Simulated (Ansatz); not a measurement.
Start from `F[SiH2]P` and change one atom or group to get `P[SiH2][GaH2]`.

Ansatz, PBE0-D4/def2-TZVP geometries, multiplicity 1. Each molecule was computed in one conformer, which needn't be the lowest.

Scalar relativity is left out up to krypton.

| property | `F[SiH2]P` |
| --- | --- |
| HOMO energy (PBE/def2-TZVPP) / eV | -6.73 |
| LUMO energy (PBE/def2-TZVPP) / eV | -1.07 |
| size of the dipole moment (ωB97M-V/def2-TZVPP) / D | 1.53 |
| HOMO energy (ωB97M-V/def2-TZVPP) / eV | -9.96 |
| ideal-gas entropy at 298 K and 1 bar (rigid rotor, harmonic PBE0-D4/def2-TZVP) / J/(mol·K) | 302 |
| HOMO–LUMO gap (PBE0/def2-TZVPP) / eV | 7.68 |

Question: Give the same properties after the change, and the shifts. (Estimate.)

Answer: The calculation gave: 
| property | `P[SiH2][GaH2]` | shift |
| --- | --- | --- |
| HOMO energy (PBE/def2-TZVPP) / eV | -6.44 | 0.29 |
| LUMO energy (PBE/def2-TZVPP) / eV | -3.02 | -1.95 |
| size of the dipole moment (ωB97M-V/def2-TZVPP) / D | 0.63 | -0.90 |
| HOMO energy (ωB97M-V/def2-TZVPP) / eV | -9.48 | 0.48 |
| ideal-gas entropy at 298 K and 1 bar (rigid rotor, harmonic PBE0-D4/def2-TZVP) / J/(mol·K) | 363 | 61 |
| HOMO–LUMO gap (PBE0/def2-TZVPP) / eV | 5.25 | -2.43 |

With PBE0 the HOMO rises by 0.38 eV and the LUMO falls by 2.06 eV, so the gap narrows by about 2.44 eV. PBE moves the HOMO by 0.29 eV and ωB97M-V by 0.48 eV. The zero-point energy changes by 26.7 kJ/mol with +6 modes. Dipoles are sizes alone; their direction can turn. Modes under 60 cm⁻¹, often nearly free rotors, make the harmonic entropy too high.
